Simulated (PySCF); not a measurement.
Structure problem from calculated spectra and properties.

Formula: C5H11NOSi2.

* Rotational structure: rotational constants A, B, C: 2.424, 0.397, 0.372 GHz [GFN2-xTB]
* 1H NMR: chemical shifts (computed TMS as zero) by class: 5.14 (1 H), 3.41 (3 H), 3.32 (1 H), 3.16 (1 H), 2.47 (3 H), 0.49 (2 H) ppm [GIAO PBE0/pcSseg-1]
* Dipole: 1.25 D [PBE0/pcSseg-1]
* NMR, other nuclei: isotropic shieldings of nuclei other than C and H, by class: 251 (1 N), -358 (1 O), 407 (1 Si), 467 (1 Si) ppm [GIAO PBE0/pcSseg-1]
* 13C NMR: chemical shifts (computed TMS as zero) by class: 206.6 (1 C), 110.4 (1 C), 96.0 (1 C), 38.4 (1 C), 29.4 (1 C) ppm [GIAO PBE0/pcSseg-1]

The electronic properties come from PySCF, for the isolated species, density fitting. Levels stand in brackets. Isolated species at its GFN2-xTB geometry (one conformer only). GFN2-xTB frequencies show an imaginary mode (24i cm⁻¹), so this geometry is no minimum at that level. NMR values are class means; diastereotopic atoms form classes of their own.

**Question.** Give a SMILES that accounts for the data.

**Answer.** Numbering: `[CH3:1][C:2](=[O:3])[CH2:4][C:5]#[C:6][Si@H:7]([NH2:8])[SiH3:9]`. Its formula, C5H11NOSi2, gives 3 degrees of unsaturation: 0 rings and 3 π bonds in the structure found. 5 carbons fall into 5 classes; from least to most shielded: ketone carbonyl carbon [C2] (206.6 ppm), alkyne carbon [C5] (110.4 ppm), alkyne carbon [C6] (96.0 ppm), sp3 carbon next to a carbonyl [C4] (38.4 ppm), methyl carbon next to a carbonyl [C1] (29.4 ppm). Hydrogen classes from least to most shielded: 1 H on an SiH silicon, Si7 (5.14 ppm), 3 H on an SiH3 silicon, Si9 (3.41 ppm), 1 H on an sp3 carbon next to a carbonyl, C4 (3.32 ppm), 1 H on an sp3 carbon next to a carbonyl, C4 (3.16 ppm), 3 H on a methyl carbon next to a carbonyl, C1 (2.47 ppm, a mean of values up to 1.7 ppm apart in this geometry), 2 H on a silicon-bound nitrogen, N8 (0.49 ppm). The other shieldings belong to: 251 ppm, silicon-bound nitrogen [N8]; -358 ppm, ketone oxygen [O3]; 407 ppm, SiH silicon [Si7]; 467 ppm, SiH3 silicon [Si9]. The optimised geometry has point group C1 and is an asymmetric top. Structure: `CC(=O)CC#C[Si@H](N)[SiH3]`. Computed isomers that give other values at the same levels: `C#CCC(=C)[SiH2]O[SiH2]N` (13C chemical shifts (computed TMS as zero) by class: 150.6 (1 C), 135.9 (1 C), 86.3 (1 C), 78.7 (1 C), 29.4 (1 C) ppm); `N#C[C@@H]1CO[SiH2]CC[SiH2]1` (13C chemical shifts (computed TMS as zero) by class: 127.4 (1 C), 67.3 (1 C), 20.7 (1 C), 15.2 (1 C), 6.2 (1 C) ppm); `CO[C@@H]1C[C@@H](C#N)[SiH2][SiH2]1` (13C chemical shifts (computed TMS as zero) by class: 127.2 (1 C), 78.2 (1 C), 58.2 (1 C), 35.1 (1 C), 8.6 (1 C) ppm). The assignments are read from this structure; whether some other isomer fits the data as well wasn't checked. The mirror image fits equally.

The values belong to the conformer `[CH3:1][C:2](=[O:3])[CH2:4][C:5]#[C:6][Si@H:7]([NH2:8])[SiH3:9]`: C1–C2–C4–C5 -55°, H–N8–Si7–C6 61°, H–N8–Si7–C6 -78°.
